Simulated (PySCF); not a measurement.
C2H6Si, SMILES C1C[SiH2]1. Geometry: PBE-D3(BJ)/def2-TZVP.

### Question
Give the equilibrium geometry at PBE-D3(BJ)/def2-TZVP (PySCF confirms it by a frequency run) as Cartesian coordinates in Å, and its point group. (An estimate is asked for; the answer gives what the named calculation found.)

### Answer
point group C2v.
```xyz
9

C      0.0000    -0.7742     0.8525
C      0.0000     0.7742     0.8525
Si     0.0000     0.0000    -0.8423
H      0.9092    -1.2619     1.2102
H     -0.9092    -1.2619     1.2102
H     -0.9092     1.2619     1.2102
H      0.9092     1.2619     1.2102
H      1.2548     0.0000    -1.6393
H     -1.2548     0.0000    -1.6393
```
Charge 0, spin multiplicity 1.
